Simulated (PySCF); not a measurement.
## Eu2O2F2 at several levels of theory

Computed with PySCF 2.14.0 (density fitting, no spin-orbit coupling) at the geometry relaxed with PBE:

```xyz
6
Eu2O2F2 (singlet in the valence; each metal's 4f electrons, 6 of them, lie in its core potential, out of spins and levels)
Eu    0.0000   -0.7315    1.4291
Eu    0.0000    0.7315   -1.4291
O     1.3571    0.0000    0.0000
O    -1.3571    0.0000    0.0000
F     0.0000    0.5029    3.0915
F     0.0000   -0.5029   -3.0915
```

| level | basis | state | HOMO (eV) | gap (eV) | charge on Eu1 (e) | population of f-type functions on Eu1 (polarisation alone where 4f lies in the core) | dipole about the centre of mass (D) | largest force component (eV/Å) |
| --- | --- | --- | --- | --- | --- | --- | --- | --- |
| PBE | Eu lcecp-1-SVP with ECP52, O def2-SVP, F def2-SVP | singlet | -5.96 | 3.64 | 0.93 | 0.09 | 0.00 | 0.01 |
| PBE | Eu lcecp-1-TZVP with ECP52, O def2-TZVP, F def2-TZVP | singlet | -5.99 | 3.68 | 1.30 | 0.10 | 0.00 | 0.21 |

In the lcecp rows the 4f levels are missing from HOMO and gap, and the state counts the valence alone.

Charges are Mulliken's, which hang on the basis. The relaxation used the grid (50, 194), these runs (75, 302) or, all-electron (x2c bases, spin-free X2C Hamiltonian), (99, 590).

(1) Order these levels, in the first row's basis, by the HOMO–LUMO gap they give here, smallest first.
A. HF
B. TPSS
C. r2SCAN
D. TPSSh

(2) And their other results?

An lcecp potential fixes the number of 4f electrons, so in runs with it no electron can move into or out of that shell.

Answers

(1) B (3.80 eV), C (4.33 eV), D (4.56 eV), A (10.79 eV).

(2) 
| level | state | HOMO (eV) | gap (eV) | charge on Eu1 (e) | population of f-type functions on Eu1 (polarisation alone where 4f lies in the core) | dipole about the centre of mass (D) | largest force component (eV/Å) |
| --- | --- | --- | --- | --- | --- | --- | --- |
| TPSS | singlet | -5.90 | 3.80 | 1.02 | 0.09 | 0.00 | 0.07 |
| r2SCAN | singlet | -6.16 | 4.33 | 1.08 | 0.09 | 0.00 | 0.15 |
| HF | singlet | -10.78 | 10.79 | 1.54 | 0.10 | 0.00 | 0.42 |
| TPSSh | singlet | -6.45 | 4.56 | 1.08 | 0.09 | 0.00 | 0.13 |
